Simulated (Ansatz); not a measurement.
Gas-phase electronic energies from Ansatz, PBE0-D4/def2-TZVP geometries. CCSD(T)/CBS is the MP2 limit (def2-TZVPP, def2-QZVPP) plus CCSD(T) − MP2 in def2-TZVPP, frozen cores. Functionals use def2-TZVPP. HSE06 is defined as in plane-wave codes. For Ge outer-core shells are correlated without core-valence functions, which leaves a few kJ/mol of doubt a bond. Scalar relativity is left out up to krypton.

Consider the redistribution: `Cl[SiH](Cl)[GeH3]` + `C#CN[SiH3]` → `[SiH3][NH][GeH3]` + `C#C[SiH](Cl)Cl`.

(1) Is it downhill or uphill in electronic energy at CCSD(T)/CBS, and by how much? (An estimate is asked.)

(2) What do these levels give: revPBE-D4, r2SCAN-D4, HSE06-D4, ωB97X-V, B2PLYP, PBE-QIDH, HF/def2-SVP, CCSD/def2-SVP, HF/def2-QZVPP, SCS-MP2/def2-QZVPP, MP2/CBS(def2), CCSD/CBS(def2)? (Best estimate.)

Largest T1 diagnostic among the species: 0.012.

Answers

(1) Ansatz gave: Downhill: ΔE = -0.89 eV.

(2) Ansatz gave: revPBE-D4 -0.57, r2SCAN-D4 -0.70, HSE06-D4 -0.58, ωB97X-V -0.75, B2PLYP -0.82, PBE-QIDH -0.78, HF/def2-SVP -0.80, CCSD/def2-SVP -0.79, HF/def2-QZVPP -0.94, SCS-MP2/def2-QZVPP -1.01, MP2/CBS(def2) -0.96, CCSD/CBS(def2) -0.88 eV.

From BLYP to BHLYP (50 % exact exchange), in def2-TZVPP and without D4, ΔE moves by −0.14 eV. Leaving LDA and LC-ωPBE aside and taking each functional with its dispersion term where it has one, the values, not all of them listed here, spread over 0.31 eV, from B2PLYP to PBE-D4. LDA lies +0.12 eV from PBE without D4.
